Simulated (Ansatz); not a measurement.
Computed with Ansatz on PBE0-D4/def2-TZVP structures; ΔE is electronic, products minus reactants. CCSD(T)/CBS adds triple-zeta CCSD(T) − MP2 to the extrapolated MP2 energy (def2 sets, frozen cores). This one scheme is used for every species. Functionals use def2-TZVPP. B3LYP here is the variant with VWN-RPA as its local correlation; programs differ in this. Elements past krypton have def2 core potentials. For I outer-core shells are correlated without core-valence functions, which leaves a few kJ/mol of doubt a bond. One conformer a species, not always the lowest.

Consider the formal exchange of groups at the Si–I bond: `CS[SiH2]I` + SiH₄ → `CS[SiH2][SiH3]` + HI.

Is it downhill or uphill in electronic energy at CCSD(T)/CBS, and by how much? (Estimate.)

Ansatz gave: Uphill: ΔE = +22.5 kcal/mol.

What do these levels give: PBE-D4, PBE0-D4, B3LYP-D4, ωB97X-V, ωB97M-V, r2SCAN, B3LYP, CCSD(T)/def2-TZVPP, HF/def2-QZVPP, MP2/def2-QZVPP, SCS-MP2/def2-QZVPP, HF/CBS(def2)? (Best estimate.)

The calculation gave: PBE-D4 19.2, PBE0-D4 20.1, B3LYP-D4 21.2, ωB97X-V 20.9, ωB97M-V 22.3, r2SCAN 21.0, B3LYP 20.7, CCSD(T)/def2-TZVPP 20.6, HF/def2-QZVPP 23.7, MP2/def2-QZVPP 25.3, SCS-MP2/def2-QZVPP 24.4, HF/CBS(def2) 23.7 kcal/mol.

Largest T1 diagnostic among the species: 0.012.

From PBE to PBE0 (25 % exact exchange), in def2-TZVPP and without D4, ΔE moves by +1.0 kcal/mol.
